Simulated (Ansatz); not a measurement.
One change: `C[O][AlH][GeH3]` becomes `C[O][AlH2]`.

Ansatz, PBE0-D4/def2-TZVP geometries, multiplicity 1. Each molecule was computed in one conformer, which needn't be the lowest.

Scalar relativity is left out up to krypton.

```csv
property,`C[O][AlH][GeH3]`
size of the dipole moment (B3LYP/def2-TZVPP) / D,0.79
HOMO energy (PBE0/def2-TZVPP) / eV,-7.43
LUMO energy (ωB97M-V/def2-TZVPP) / eV,0.27
HOMO energy (ωB97M-V/def2-TZVPP) / eV,-9.48
HOMO–LUMO gap (PBE0/def2-TZVPP) / eV,6.07
HOMO–LUMO gap (PBE/def2-TZVPP) / eV,4.16
```

(1) Give the same properties after the change, and the shifts. (An estimate is asked.)

Results:

(1) Computed: 
```csv
property,`C[O][AlH2]`,shift
size of the dipole moment (B3LYP/def2-TZVPP) / D,0.93,0.14
HOMO energy (PBE0/def2-TZVPP) / eV,-8.08,-0.65
LUMO energy (ωB97M-V/def2-TZVPP) / eV,0.61,0.34
HOMO energy (ωB97M-V/def2-TZVPP) / eV,-10.38,-0.90
HOMO–LUMO gap (PBE0/def2-TZVPP) / eV,7.11,1.04
HOMO–LUMO gap (PBE/def2-TZVPP) / eV,4.89,0.73
```

With PBE0 the HOMO falls by 0.65 eV and the LUMO rises by 0.40 eV, so the gap widens by about 1.05 eV. PBE moves the HOMO by -0.36 eV and ωB97M-V by -0.90 eV. Dipoles are sizes alone; their direction can turn.

B3LYP here is the variant with VWN-RPA as its local correlation; programs differ in this.
